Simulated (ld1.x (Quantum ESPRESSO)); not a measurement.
# Transferability test, TM semilocal potential for tellurium

ld1.x (Quantum ESPRESSO) 7.5 input, shortened:

```
&input
   title='Te', zed=52., rel=1, dft='PBE', iswitch=3,
   config='[Kr] 4d10 5s2 5p3.5'
 /
 &inputp
   pseudotype=1, tm=.true., lloc=1,
   nlcc=.false.
 /
2
5S  1  0   2.00   0.00  1.90  1.90  0.0
5P  2  1   3.50   0.00  1.90  1.90  0.0
 &test
   configts(1)='5s2 5p3.5'
 /
```

Energies are relative to the spin-unpolarised reference configuration 5s2 5p3.5; without spin polarisation the order of configurations can differ from experiment.

(1) Give the all-electron excitation energy and the error of the potential for: 5s2 5p4; 5s2 5p3; 5s2 5p2; 5s2 5p4.3; 5s0 5p6; 5s2 5p1; 5s1 5p4.

## Answers

(1)

| valence configuration | charge | ΔE all-electron (eV) | error AE − PS (meV) |
| --- | --- | --- | --- |
| 5s2 5p4 | 0 | -3.897 | +0.7 |
| 5s2 5p3 | +1 | 5.831 | -2.0 |
| 5s2 5p2 | +2 | 23.756 | -14 |
| 5s2 5p4.3 | -0.3 | -5.366 | +1.0 |
| 5s0 5p6 | 0 | 14.804 | +19 |
| 5s2 5p1 | +3 | 50.653 | -37 |
| 5s1 5p4 | +1 | 15.674 | +5.3 |
